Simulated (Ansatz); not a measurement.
`FC(F)=C(F)C(F)F` → 3 C• + 5 F• + H•  (atomization)

Gas-phase electronic energies from Ansatz, PBE0-D4/def2-TZVP geometries. CCSD(T)/CBS is the MP2 limit (def2-TZVPP, def2-QZVPP) plus CCSD(T) − MP2 in def2-TZVPP, frozen cores. This one scheme is used for every species, atoms too. For atomizations the MP2-based limit and the directly extrapolated one differ by several kJ/mol either way, and by 10 to 25 for some Ge, Se and Sn compounds, so smaller differences from it don't rank the levels. DFT in def2-TZVPP. B3LYP here is the variant with VWN-RPA as its local correlation; programs differ in this. No spin–orbit coupling; open shells (•) take unrestricted orbitals. Spin–orbit coupling would lower the free atoms: a little for C, F. Each species was taken in one conformer, which may not be the lowest.

`FC(F)=C(F)C(F)F`:

```xyz
9

F     1.430    0.659    1.356
C     1.362    0.041    0.204
F     2.541   -0.266   -0.255
C     0.224   -0.236   -0.416
F     0.247   -0.868   -1.586
C    -1.117    0.119    0.115
F    -1.771    0.916   -0.764
F    -1.868   -0.998    0.269
H    -1.047    0.634    1.076
```

**Question.** What is ΔE at CCSD(T)/CBS? (Best estimate.)

**Answer.** The calculation gave: +3758.0 kJ/mol.

**Question.** What do these levels give: B3LYP-D4, r2SCAN0-D4, ωB97M-V, B2PLYP, PBE-QIDH, r2SCAN0, BHLYP, CCSD/def2-SVP, MP2/def2-TZVPP, MP2/def2-QZVPP, HF/CBS(def2), CCSD/CBS(def2)? (Best estimate.)

**Answer.** The calculation gave: B3LYP-D4 3751.0, r2SCAN0-D4 3667.6, ωB97M-V 3789.6, B2PLYP 3725.9, PBE-QIDH 3750.7, r2SCAN0 3662.8, BHLYP 3500.7, CCSD/def2-SVP 3515.3, MP2/def2-TZVPP 3838.6, MP2/def2-QZVPP 3904.9, HF/CBS(def2) 2512.2, CCSD/CBS(def2) 3663.5 kJ/mol.

Largest T1 diagnostic among the species: 0.013.

From r2SCAN to r2SCAN0 (25 % exact exchange), in def2-TZVPP and without D4, ΔE moves by −144.9 kJ/mol: exact exchange takes away binding that semilocal exchange gives to molecules. At CCSD(T), def2-SVP lies −182.5 kJ/mol from the extrapolated value and def2-TZVPP −111.7 kJ/mol: correlation converges slowly with the basis, and small sets miss more of it in the bonded molecule than in its fragments. The D4 term adds +26.5 kJ/mol with B3LYP and +13.9 kJ/mol with PBE0; it sums over pairs of atoms, weighted by their polarisabilities, and B3LYP, whose exchange is more repulsive, gets the larger term.
